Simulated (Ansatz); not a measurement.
Gas-phase electronic energies from Ansatz, PBE0-D4/def2-TZVP geometries. CCSD(T)/CBS is the MP2 limit (def2-TZVPP, def2-QZVPP) plus CCSD(T) − MP2 in def2-TZVPP, frozen cores. DFT in def2-TZVPP. B3LYP here is the variant with VWN-RPA as its local correlation; programs differ in this. HSE06 is defined as in plane-wave codes. def2 core potentials past Kr. For In outer-core shells are correlated without core-valence functions, which leaves a few kJ/mol of doubt a bond. Each species was taken in one conformer, which may not be the lowest.

`CB(S)O[SiH3]` + `[CH3][In]([OH])[F]` → `[CH3][In]([F])[O][SiH3]` + `CB(O)S`  (ligand exchange at the Si–O bond)

| level | ΔE (kJ/mol) |
| --- | --- |
| r2SCAN0-D4 | -23.0 |
| BHLYP-D4 | -21.5 |
| BLYP | -17.8 |
| r2SCAN | -21.8 |
| B3LYP | -20.4 |
| HSE06 | -22.4 |
| HF/def2-TZVPP | -29.3 |
| MP2/CBS(def2) | -21.7 |

**Question.** What does CCSD(T)/CBS give? (Best estimate.)

**Answer.** Ansatz gave: -22.1 kJ/mol. The listed levels differ from it by -0.9, 0.6, 4.3, 0.3, 1.7, -0.3, -7.2, 0.4 kJ/mol.

Largest T1 diagnostic among the species: 0.016.

From BLYP to BHLYP (50 % exact exchange), in def2-TZVPP and without D4, ΔE moves by −5.7 kJ/mol. In def2-TZVPP, CCSD(T) changes the Hartree–Fock value by +5.9 kJ/mol (the triples alone add +1.1 kJ/mol) and MP2 by +6.3 kJ/mol.
